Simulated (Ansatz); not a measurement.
Input for Ansatz (a first-principles code): R-r2SCAN/def2-TZVPPD on HCl (SMILES Cl) with ghost functions, monomers drawn apart or pushed together. Files ending in .json are basis or fitting sets from the Basis Set Exchange.

Ansatz 0.2 input:
```yaml
crystal:
  periodic: [false, false, false]
  atoms:
    - {symbol: Cl, position_ang: [0.27389745, -0.68935308, -0.39335070]}
    - {symbol: H, position_ang: [0.13762359, -0.22667304, 0.81354992]}
basis:
  gaussian:
    orbitals: def2-TZVPPD.json
    ghost_atoms:
      - {symbol: Se, position_ang: [-0.18714258, 1.19496676, 5.09606364]}
      - {symbol: H, position_ang: [1.24864875, 0.93974329, 5.28821084]}
      - {symbol: H, position_ang: [-0.52320499, -0.16989480, 5.52940374]}
hamiltonian:
  xc: {name: r2SCAN}
scf: {lower_state_search: off}
```

The log:

```
WARN ansatz: RAYON_NUM_THREADS=1 ignored (pool sized by the plan → 1); use --threads N
Functional definition: r2SCAN
these checks for a lower state are left out or cut short: stability, starts, cluster_reference, orbital_swaps, neighbouring_geometries, increment
integrals: 0.07 GiB planned
902 factors; their error is unknown
mean field: 0.44 GiB planned
mean field evaluation 1: about -12538.4027 eV, gradient 1.0e1 eV
mean field evaluation 2: about -12538.4496 eV, gradient 1.1e1 eV
mean field evaluation 4: about -12538.6524 eV, gradient 4.1e-1 eV
mean field evaluation 8: about -12538.6451 eV, gradient 1.6e-3 eV
mean field -12538.64512668 eV, -460.7867094066 hartree, gradient 3.4e-6 eV, S^2 0.000000; 0 other end points of the search recorded, 0 dependent functions left out
reference -12538.64514351 eV, -460.7867100251 hartree; 9, 9 occupied and 150, 150 virtual orbitals, 902 factors
Total energy: -12538.64514351 eV, -460.7867100251 hartree
Checks for a lower state left out: stability, starts, cluster_reference, orbital_swaps, neighbouring_geometries, increment
```

The run converged.

Cost: about 0.7 core-seconds (a rough figure).
